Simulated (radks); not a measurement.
Results of a calculation; reference values are marked as such.
Problem. All-electron atom: the tantalum ion Ta3+ in [Xe] 4f14 5d2 (the NIST ground configuration). Level of theory: scalar-relativistic Kohn-Sham, AM05, spin-polarised, spherical densities, point nucleus; open shells are filled with parallel spins first (spin-orbit coupling, left out, can overturn this in heavy ions) (a radial shooting solver on a logarithmic mesh with Libxc functionals). Some entries of the table are withheld. Estimate them.

orbital,occ.,eigenvalue (eV),r(max) (bohr)
1s down,1,-67346.64,0.01168
1s up,1,-67346.63,0.01168
2s up,1,-11595.53,0.06689
2s down,1,-11595.44,0.06689
2p up,3,-10167.23,0.05478
2p down,3,-10167.16,0.05478
3s up,1,-2677.532,0.1888
3s down,1,-2677.504,0.1888
3p up,3,-2252.836,0.1866
3p down,3,-2252.806,0.1866
3d up,5,-1757.050,0.1519
3d down,5,-1756.992,0.1519
4s up,1,-567.7280,0.4289
4s down,1,-567.6596,0.4290
4p up,3,-428.3868,0.4497
4p down,3,-428.3213,0.4497
4d up,5,-250.1337,0.4615
4d down,5,-250.0512,0.4615
5s up,1,-101.4875,0.9885
5s down,1,-100.5999,0.9861
5p up,3,(1),(2)
5p down,3,(3),(4)
4f up,7,-53.0200,0.4407
4f down,7,-52.8006,0.4406
5d up,2,-29.8571,(5)
5d down,0,-28.1622,(6)
6s up,0,-27.5845,2.423
6s down,0,-26.2373,2.463
6p up,0,-20.2075,2.927

Solution. 
(1) 5p up eigenvalue (eV): -67.7324
(2) 5p up r(max) (bohr): 1.124
(3) 5p down eigenvalue (eV): -66.4962
(4) 5p down r(max) (bohr): 1.118
(5) 5d up r(max) (bohr): 1.506
(6) 5d down r(max) (bohr): 1.489
